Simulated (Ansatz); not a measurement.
`[GeH3][GeH2][SiH2][GeH2][GeH3]`, relaxed with RKS PBE0-D4/def2-TZVP in the Gaussian-basis code of Ansatz from a GFN2-xTB geometry. The force threshold is 0.005 eV/Å; the program also tests the step.

Total charge 0; spin multiplicity 1.

Start:

```xyz
17

Ge    2.157   -1.730    0.322
Ge    0.510   -1.368   -1.362
Si   -1.679   -0.900   -0.642
Ge   -1.545    0.815    0.963
Ge   -0.266    2.744    0.400
H     1.940   -2.987    1.115
H     3.576   -1.820   -0.157
H     2.169   -0.640    1.358
H     0.569   -2.540   -2.321
H     1.046   -0.257   -2.244
H    -2.509   -0.476   -1.774
H    -2.293   -2.098   -0.061
H    -0.977    0.293    2.268
H    -2.910    1.286    1.421
H    -0.035    3.722    1.515
H     1.110    2.395   -0.094
H    -0.865    3.561   -0.709
```

```json
{"step": "1", "energy (eV)": "-234115.1353", "largest force (eV/Å)": "0.759", "largest move (Å)": "0.000"}
{"step": "2", "energy (eV)": "-234115.3646", "largest force (eV/Å)": "0.331", "largest move (Å)": "0.158"}
{"step": "3", "energy (eV)": "-234115.4276", "largest force (eV/Å)": "0.072", "largest move (Å)": "0.122"}
{"step": "4", "energy (eV)": "-234115.4312", "largest force (eV/Å)": "0.018", "largest move (Å)": "0.046"}
{"step": "5", "energy (eV)": "-234115.4318", "largest force (eV/Å)": "0.014", "largest move (Å)": "0.028"}
{"step": "6", "energy (eV)": "-234115.4320", "largest force (eV/Å)": "0.013", "largest move (Å)": "0.020"}
{"step": "7", "energy (eV)": "-234115.4321", "largest force (eV/Å)": "0.007", "largest move (Å)": "0.016"}
{"step": "8", "energy (eV)": "-234115.4322", "largest force (eV/Å)": "0.010", "largest move (Å)": "0.014"}
{"step": "9", "energy (eV)": "-234115.4324", "largest force (eV/Å)": "0.012", "largest move (Å)": "0.026"}
{"step": "10", "energy (eV)": "-234115.4326", "largest force (eV/Å)": "0.016", "largest move (Å)": "0.044"}
{"step": "11", "energy (eV)": "-234115.4327", "largest force (eV/Å)": "0.015", "largest move (Å)": "0.019"}
{"step": "12", "energy (eV)": "-234115.4327", "largest force (eV/Å)": "0.008", "largest move (Å)": "0.006"}
{"step": "13", "energy (eV)": "-234115.4328", "largest force (eV/Å)": "0.001", "largest move (Å)": "0.004"}
{"step": "14", "energy (eV)": "-234115.4328", "largest force (eV/Å)": "0.005", "largest move (Å)": "0.016"}
{"step": "15", "energy (eV)": "-234115.4328", "largest force (eV/Å)": "0.003", "largest move (Å)": "0.011"}
```

End:

```xyz
17

Ge    2.083   -1.640    0.385
Ge    0.557   -1.260   -1.460
Si   -1.639   -0.878   -0.627
Ge   -1.501    0.754    1.099
Ge   -0.197    2.651    0.338
H     1.617   -2.849    1.213
H     3.510   -1.909   -0.121
H     2.109   -0.406    1.301
H     0.589   -2.463   -2.421
H     1.025   -0.017   -2.242
H    -2.529   -0.383   -1.713
H    -2.201   -2.151   -0.098
H    -0.807    0.135    2.327
H    -2.900    1.227    1.535
H    -0.105    3.735    1.425
H     1.226    2.191   -0.020
H    -0.839    3.263   -0.918
```

It took 35 s on 6 threads of an AMD EPYC 7R13 on a shared host and a share of an NVIDIA H100 80 GB, with 1.2 GiB of host memory at the peak.
